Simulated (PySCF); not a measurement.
# Computed spin Hamiltonian

Compound: C7H9N2 (doublet state).
Structure used (GFN2-xTB), in Å, numbered top down from 1:
```
atom  x, y, z in Å
C1     3.2125    0.4149    0.0552
C2     2.1584    0.1579    1.1130
C3     0.9723   -0.3342    0.9724
C4    -0.0661   -0.8545    0.0807
C5     0.4532   -0.8989   -1.2737
N6     0.9035   -0.8965   -2.3261
C7    -1.2944    0.0222    0.0774
N8    -2.4202   -0.4860    0.2772
C9    -3.6019    0.3123    0.2679
H10    4.0894   -0.1937    0.2710
H11    3.5056    1.4628    0.0870
H12    2.8423    0.1716   -0.9356
H13    2.4935    0.4237    2.1130
H14   -0.3592   -1.8702    0.3770
H15   -1.1173    1.0898   -0.1156
H16   -4.1065    0.1796    1.2256
H17   -4.2614   -0.0743   -0.5102
H18   -3.4125    1.3799    0.0924
```

The hyperfine couplings belong to this conformer and change with its torsions.

Identity: `C/C=[C]\[C@H](C#N)/C=N/C` [radical].

Method used: PySCF, UKS B3LYP, pcH-1 on C H N, non-relativistic, mean-field spin-orbit, GIAO. Isolated species at its GFN2-xTB geometry (one conformer only). The geometry wasn't refined by DFT: couplings that depend on bond lengths, twists or pyramidal angles can differ widely from those at the functional's own minimum. Stability of the SCF solution: not tested.

| Property | Result |
| --- | --- |
| g1, g2, g3 | 2.00161, 2.00213, 2.00292 |
| g_iso | 2.00222 |
| Form of g | rhombic: the two nearest values differ by 39 % of g3 − g1 |
| ⟨S²⟩ | 0.7584 (exact 0.7500) |
| HOMO–LUMO gap, α and β orbitals | 5.29, 5.00 eV |
| Total energy | -381.55169 Eh |
| Basis functions | 315 |

Hyperfine couplings atom by atom, in G; T1 to T3 are the principal values of the dipolar part; ρ(0) is the spin density at the nucleus (MHz turned into gauss with g_iso; 10 G = 1 mT):

| atom | isotope | a_iso | T1 | T2 | T3 | Mulliken spin population | ρ(0) (bohr⁻³) |
| --- | --- | --- | --- | --- | --- | --- | --- |
| C1 | 13C | 24.9 | -3.0 | -2.7 | 5.6 | 0.08 | 0.0621 |
| C2 | 13C | -6.8 | -6.4 | 0.9 | 5.5 | -0.15 | -0.0169 |
| C3 | 13C | 96.0 | -29.2 | -21.8 | 51.0 | 1.00 | 0.2393 |
| C4 | 13C | 10.3 | -1.2 | -1.0 | 2.1 | -0.05 | 0.0257 |
| C5 | 13C | 32.6 | -2.0 | -1.1 | 3.2 | 0.03 | 0.0813 |
| N6 | 14N | 0.6 | -0.8 | -0.6 | 1.4 | 0.03 | 0.0052 |
| C7 | 13C | 5.0 | -0.7 | -0.4 | 1.1 | 0.01 | 0.0125 |
| N8 | 14N | 0.0 | -0.1 | 0.0 | 0.1 | 0.00 | 0.0000 |
| C9 | 13C | 0.3 | -0.1 | -0.1 | 0.2 | 0.00 | 0.0008 |
| H10 | 1H | -3.4 | -1.5 | -0.6 | 2.0 | 0.00 | -0.0021 |
| H11 | 1H | -3.2 | -1.5 | -0.6 | 2.0 | 0.00 | -0.0020 |
| H12 | 1H | -2.3 | -2.0 | -0.1 | 2.1 | 0.00 | -0.0015 |
| H13 | 1H | 47.4 | -2.3 | -1.9 | 4.2 | 0.05 | 0.0297 |
| H14 | 1H | 11.8 | -2.4 | -1.9 | 4.2 | 0.01 | 0.0074 |
| H15 | 1H | -0.3 | -1.2 | -1.0 | 2.2 | 0.00 | -0.0002 |
| H16 | 1H | -0.1 | -0.2 | -0.2 | 0.4 | 0.00 | -0.0001 |
| H17 | 1H | -0.2 | -0.2 | -0.2 | 0.3 | 0.00 | -0.0001 |
| H18 | 1H | 0.0 | -0.3 | -0.2 | 0.5 | 0.00 | 0.0000 |

Largest spin populations (Mulliken): C3 (+1.00), C2 (-0.15) and C1 (+0.08). C3 is the only atom above +0.15. The positive populations add up to 1.21 and the negative ones to -0.21, together 2S = 1.

Axes: g1 points within 3° of the C3–C4 bond and g2 points within 11° of the C1–C2 bond.

Under fast tumbling the dipolar parts average out, and these isotropic splittings remain: 1 × 1H (H13, I = 1/2, 2 lines) with 4.74 mT, 1 × 1H (H14, I = 1/2, 2 lines) with 1.18 mT, 3 × 1H (H10/H11/H12, I = 1/2, 4 lines) with 0.30 mT, 1 × 14N (N6, I = 1, 3 lines) with 0.06 mT and 1 × 1H (H15, I = 1/2, 2 lines) with 0.03 mT.

Class means assume fast exchange of nuclei equivalent by connectivity; if that motion is slow, each nucleus keeps its own coupling.

The 13C coupling of C3 (269.0 MHz) shows only in satellite lines or after enrichment, since that isotope makes up about 1.07 % of natural carbon.

Examples of negative spin density at the nucleus (bohr⁻³): C2 (-0.0169) and H10/H11/H12 (-0.0019).
